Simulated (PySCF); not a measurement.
Simulation results for CH7BGeSi, CH9BGeSi, BGeH7OSi

Computed with PySCF 2.14.0. Calculation on a computer-drawn molecule: the log of a Hartree-Fock and frozen-core CCSD(T) single point meant for a local Hartree-Fock minimum, with one planted fault or none, to be diagnosed. Offsets are logged minus clean, where the clean run is the same molecule without the fault. The reference is restricted for singlets and unrestricted otherwise, and also for a bond in bohr or an excited solution. Adding or removing an electron swaps singlet and doublet. The excited solution moves the top pair (singlet) or top alpha electron (doublet) to the lowest empty orbital. Highest occupied and lowest empty are orbital energies over both spins, largest force is the largest gradient component, triples share is (T) over the correlation energy, the T1 limit is 0.02 restricted and 0.045 unrestricted, electrons count all cores, a negative frequency is imaginary (commonest isotopes), and the dipole is about the centre of nuclear charge; on germanium a core potential holds 10 electrons, which the energies leave out, and 3d is frozen in MP2 and coupled-cluster steps.

Common to all runs: meant charge 0; meant multiplicity 1; meant basis cc-pV(D+d)Z; meant basis and core potential on germanium cc-pVDZ-PP ECP10MDF; logged SCF converged yes; logged CC converged yes; logged SCF stable within its kind yes; possible faults no fault, one electron removed, one electron added, multiplicity raised by two, geometry at a saddle point, SCF held on an excited solution, minimal basis STO-3G, one bond length entered in bohr, all coordinates scaled.

(1) 
```xyz
11
formula=CH7BGeSi logged_electrons=64 logged_basis_functions=109 logged_spin_squared=0.9499 logged_highest_occupied=-8.211 logged_lowest_empty=1.0377 logged_largest_force=0.02248 logged_T1_diagnostic=0.073377 logged_D1_diagnostic=0.27233 logged_triples_share=0.038383 logged_dipole_magnitude=2.3693 logged_energy_HF=-648.73012 logged_energy_CCSD(T)=-649.22408 planted_fault=one_bond_length_entered_in_bohr,row_5_of_the_drawn_bonds HF_energy_offset_from_clean_run=72.92 CCSD(T)_energy_offset_from_clean_run=74.46
B     -0.3348    -2.6025     0.9616
Si    -0.5878    -0.7411     1.7545
C     -0.3497     0.6872     0.5870
Ge     0.0692     0.6435    -1.1290
H     -0.0492    -2.8318    -0.1820
H     -0.6078    -4.4010     2.3220
H     -1.9561    -0.6930     2.3458
H      0.3505    -0.6187     2.9072
H     -0.4804     1.6886     0.9923
H      0.3021    -0.6327    -1.9180
H      0.2325     1.9031    -1.9668
```

Units: logged_highest_occupied, logged_lowest_empty in eV; logged_largest_force in hartree/bohr; logged_dipole_magnitude in debye; logged_energy_HF, logged_energy_CCSD(T) in hartree; HF_energy_offset_from_clean_run, CCSD(T)_energy_offset_from_clean_run in kcal/mol.

Drawn bonds:
```
atom  other atom  order
   1           2      1
   2           3      1
   3           4      2
   1           5      1
   1           6      1
   2           7      1
   2           8      1
   3           9      1
   4          10      1
   4          11      1
```

Notes: T1 above single-reference limit.

(2) 
```xyz
11
formula=CH7BGeSi logged_electrons=64 logged_basis_functions=109 logged_spin_squared=0 logged_highest_occupied=-8.3259 logged_lowest_empty=1.5119 logged_largest_force=0.019237 logged_T1_diagnostic=0.014547 logged_D1_diagnostic=0.046733 logged_triples_share=0.034895 logged_dipole_magnitude=1.9905 logged_energy_HF=-648.83835 logged_energy_CCSD(T)=-649.34016 planted_fault=all_coordinates_scaled,by_+2.9_% HF_energy_offset_from_clean_run=5.005 CCSD(T)_energy_offset_from_clean_run=1.62
B     -0.3445    -2.6780     0.9895
Si    -0.6048    -0.7626     1.8054
C     -0.3598     0.7072     0.6040
Ge     0.0712     0.6621    -1.1617
H     -0.0507    -2.9139    -0.1873
H     -0.4932    -3.6573     1.7302
H     -2.0128    -0.7131     2.4138
H      0.3607    -0.6367     2.9916
H     -0.4943     1.7375     1.0211
H      0.3108    -0.6510    -1.9737
H      0.2392     1.9583    -2.0239
```

Units: logged_highest_occupied, logged_lowest_empty in eV; logged_largest_force in hartree/bohr; logged_dipole_magnitude in debye; logged_energy_HF, logged_energy_CCSD(T) in hartree; HF_energy_offset_from_clean_run, CCSD(T)_energy_offset_from_clean_run in kcal/mol.

Drawn bonds:
```
atom  other atom  order
   1           2      1
   2           3      1
   3           4      2
   1           5      1
   1           6      1
   2           7      1
   2           8      1
   3           9      1
   4          10      1
   4          11      1
```

(3) 
```xyz
13
formula=CH9BGeSi logged_electrons=65 logged_basis_functions=119 logged_spin_squared=0.7878 logged_highest_occupied=-16.344 logged_lowest_empty=-7.7594 logged_largest_force=0.063007 logged_T1_diagnostic=0.018025 logged_D1_diagnostic=0.08282 logged_triples_share=0.027432 logged_dipole_magnitude=2.1643 logged_energy_HF=-649.74973 logged_energy_CCSD(T)=-650.24743 planted_fault=one_electron_removed HF_energy_offset_from_clean_run=204.6 CCSD(T)_energy_offset_from_clean_run=218.4
B     -0.4100    -0.0107     2.0517
Si     0.0177    -1.5780     0.8316
Ge    -1.6864    -1.7158    -0.8822
C     -1.3500    -3.2069    -2.1229
H     -1.1196    -0.1457     3.0099
H     -0.0096     1.0936     1.8061
H      0.0350    -2.8723     1.5631
H      1.3329    -1.4216     0.1559
H     -1.7331    -0.3958    -1.6718
H     -3.0656    -1.9001    -0.2251
H     -1.3402    -4.1547    -1.5818
H     -2.1319    -3.2462    -2.8837
H     -0.3860    -3.0771    -2.6180
```

Units: logged_highest_occupied, logged_lowest_empty in eV; logged_largest_force in hartree/bohr; logged_dipole_magnitude in debye; logged_energy_HF, logged_energy_CCSD(T) in hartree; HF_energy_offset_from_clean_run, CCSD(T)_energy_offset_from_clean_run in kcal/mol.

Drawn bonds:
```
atom  other atom  order
   1           2      1
   2           3      1
   3           4      1
   1           5      1
   1           6      1
   2           7      1
   2           8      1
   3           9      1
   3          10      1
   4          11      1
   4          12      1
   4          13      1
```

(4) 
```xyz
11
formula=BGeH7OSi logged_electrons=66 logged_basis_functions=109 logged_spin_squared=0.6596 logged_highest_occupied=-9.2827 logged_lowest_empty=1.1874 logged_largest_force=0.019513 logged_T1_diagnostic=0.056413 logged_D1_diagnostic=0.27237 logged_triples_share=0.029187 logged_dipole_magnitude=1.9258 logged_energy_HF=-685.80386 logged_energy_CCSD(T)=-686.34717
B     -0.9788    -2.6503     0.2442
Si    -1.7856    -1.0809    -0.7717
Ge    -0.8208     0.7288     0.4867
O      0.1064    -0.2696     1.6682
H     -2.0538    -3.5537     2.0197
H      0.0776    -3.1117    -0.0813
H     -3.2666    -1.0085    -0.7139
H     -1.3706    -0.9910    -2.1935
H      0.1626     1.6361    -0.2670
H     -1.8019     1.6207     1.2613
H      0.6145     0.1932     2.3185
```

Units: logged_highest_occupied, logged_lowest_empty in eV; logged_largest_force in hartree/bohr; logged_dipole_magnitude in debye; logged_energy_HF, logged_energy_CCSD(T) in hartree.

Drawn bonds:
```
atom  other atom  order
   1           2      1
   2           3      1
   3           4      1
   1           5      1
   1           6      1
   2           7      1
   2           8      1
   3           9      1
   3          10      1
   4          11      1
```

Notes: T1 above single-reference limit.

Question: Which fault was planted in the run of BGeH7OSi (entry 4)?
Answer: one bond length entered in bohr, row 4 of the drawn bonds

Further results for BGeH7OSi (entry 4):

* HF energy offset from clean run: 75.16 kcal/mol
* CCSD(T) energy offset from clean run: 74.89 kcal/mol
